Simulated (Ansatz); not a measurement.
The cluster Cu₃H₃⁺. Charge 1, multiplicity 2. Geometry relaxed at r2SCAN-D4/def2-SVP.

Cartesian coordinates in Å:
```
Cu -0.3891 -0.0971 1.1907
Cu 1.3891 -0.2894 -0.3380
Cu -0.9302 0.3910 -1.0251
H 1.1565 -0.4991 1.3365
H -1.7565 0.3559 0.4680
H 0.5301 0.1387 -1.6321
```

No other spin state of charge 1 was run. The structure comes from a short search, and lower isomers may exist.

Question: Estimate the harmonic wavenumbers at UKS r2SCAN-D4/def2-SVP (Ansatz, unscaled). Is this a minimum?

Answer: 51, 155, 216, 252, 253, 527, 1046, 1135, 1206, 1293, 1394, 1512 cm⁻¹. Yes, no mode is imaginary beyond noise. Zero-point energy 54.1 kJ/mol. It took 100 s on 4 threads of Arm Neoverse V2 on a shared host.
